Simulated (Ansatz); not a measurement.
ZnTe2⁻. Total charge -1; doublet. Geometry r2SCAN-D4/def2-TZVPD; atoms count from 1.

| atom | x (Å) | y (Å) | z (Å) |
| --- | --- | --- | --- |
| Zn1 | -0.001 | 0.001 | -0.004 |
| Te2 | -1.863 | -1.558 | 0.162 |
| Te3 | 1.864 | 1.558 | -0.158 |

In the def2 sets Te takes a core potential; there is no spin–orbit coupling. The structure comes from a short search, and lower isomers may exist.

Question: Estimate the Mulliken populations from the PBE0/def2-TZVPD orbitals of Ansatz.

Answer: 
```tsv
atom	charge (e)	spin (α − β)	d electrons
Zn1	-0.11	-0.13	10.05
Te2	-0.44	0.56	–
Te3	-0.44	0.56	–
```
Mulliken values and Mayer orders depend strongly on the basis. With diffuse functions, as here, like atoms can get unlike values, and bond orders can come out too low or too high.

Question: Where does the spin sit?

Answer: Summed by element: Zn -0.13, Te 1.13, of 1 unpaired in all. Largest on single atoms: Te3 0.56, Te2 0.56, Zn1 -0.13.

Question: And the Mayer bond orders between bonded heavy atoms (over 0.3)?

Answer: Zn1–Te2 1.27 (2.43 Å); Zn1–Te3 1.27 (2.43 Å). Values over 0.3 also appear between atoms too far apart for a bond (Te2–Te3 0.48 at 4.87 Å); they arise where an orbital or an unpaired electron spreads over both atoms.
